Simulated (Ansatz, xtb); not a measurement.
## A geometry optimisation of F2H6Si3 with r2SCAN-D4/def2-SVP

The starting geometry of this gas-phase singlet has its atoms placed at random.

```xyz
11

F    -0.3195   -1.8440   -1.3483
F    -1.2127   -1.4364   -1.6900
Si    0.0929   -0.0533    0.9610
Si   -0.8003    1.8408    0.2234
Si    1.1849   -1.2168   -1.4470
H    -1.8324    0.2358   -0.2753
H     0.4889    0.2204   -2.5384
H    -1.0550    0.2878    2.0738
H    -0.8266    0.2092   -0.4932
H    -0.8452   -0.8514    0.9702
H    -0.7426    1.5987   -1.7712
```

**Question.** One run relaxed it with r2SCAN-D4/def2-SVP. What is a likely outcome?

**Answer.** It ends as a structure given below by its coordinates. Distances that change by over a tenth: Si3–H10 (1.23 → 1.50 Å). Contacts that open: F1–F2 (1.04 → 2.60 Å), Si3–H9 (1.74 → 2.59 Å). Contacts that close: F2–Si5 (2.42 → 1.63 Å), Si3–Si5 (2.89 → 2.33 Å), Si4–H6 (1.97 → 1.69 Å), Si4–H11 (2.01 → 1.52 Å), Si5–H7 (1.93 → 1.49 Å).

The energy falls by 25.25 eV over 30 steps:

```
step  E − E(last) (eV)
   1            25.252
   4             9.267
   7             5.360
  11             2.200
  14             1.508
  17             0.610
  20             0.112
  24             0.001
  27             0.000
  30             0.000
```

Final geometry (Å):

| atom | x (Å) | y (Å) | z (Å) |
| --- | --- | --- | --- |
| F | 0.8616 | -2.7381 | -1.0925 |
| F | -0.8843 | -1.1973 | -2.2445 |
| Si | -0.2944 | -0.1625 | 0.6988 |
| Si | -1.6421 | 1.7593 | 0.2619 |
| Si | 0.4283 | -1.1850 | -1.2714 |
| H | -2.7861 | 1.0068 | -0.7264 |
| H | 1.5184 | -0.4976 | -2.0142 |
| H | 0.8901 | 0.3158 | 1.4815 |
| H | -2.0809 | 0.5938 | -1.0245 |
| H | -1.0353 | -1.1680 | 1.5249 |
| H | -0.8429 | 2.2636 | -0.9288 |

From the same start GFN2-xTB ends elsewhere, in pieces: FH5Si3 + FH.

From so rough a start the end depends on the optimiser's path, so another program may land elsewhere. The end wasn't checked by frequencies. Run with Ansatz 0.2.0, 110 s on 2 threads of AMD EPYC 7R43 64-Core Processor (Zen 3), with other jobs on the host.
